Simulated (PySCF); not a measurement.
Be(Me) (CH3Be), SMILES [Be+][CH3], charge +1. Atoms are numbered in the order given.

```xyz
5

Be     0.0000     0.0000    -1.2282
C      0.0000     0.0000     0.4255
H      0.8944     0.5164     0.7866
H      0.0000    -1.0328     0.7866
H     -0.8944     0.5164     0.7866
```
Charge +1, spin multiplicity 1.

Coordinates come from a B3LYP-D3(BJ)/def2-TZVPD optimisation. The spin state was assumed, not searched. The isomer is the one that the SMILES or the coordinates give; other isomers of the formula were not compared.

Method: PBE0/def2-TZVPD (PySCF).

The molecule is in vacuum.

```yaml
total_energy: -54.23517 hartree
point_group: C3v
highest_occupied_level: -15.40 eV
lowest_empty_level: -9.84 eV
orbital_gap: 5.55 eV
dipole_moment_about_the_centre_of_nuclear_charge: 1.316 e·Å
mean_static_polarisability: 26.2 bohr³ (3.88 Å³)
polarisability_principal_values: 21.7, 21.7, 35.2 bohr³
```
